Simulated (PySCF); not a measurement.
Coordinates in bohr (charge 0 multiplicity 1):
```
Ga    0.0000    0.0000    1.1594
S     0.0000    0.0000   -2.6274
H     0.0000    0.0000    4.0580
```

Level of theory: PySCF, PBE0, basis Ga def2-TZVP, S def2-TZVP, H def2-TZVP (no relativity, density fitting).

This geometry of HGaS is a stationary point at this level.

**Question.** What is the point group?

**Answer.** C∞v.

**Question.** Is it a minimum?

**Answer.** Yes: all harmonic wavenumbers are real.

**Question.** Which band is strongest in the infrared?

**Answer.** 2082 cm⁻¹ (σ+), 82 km/mol.

**Question.** What is the atomisation energy, with and without zero-point energy?

**Answer.** 671 kJ/mol without, 650 kJ/mol with.

Other isomers or separated fragments may lie lower.
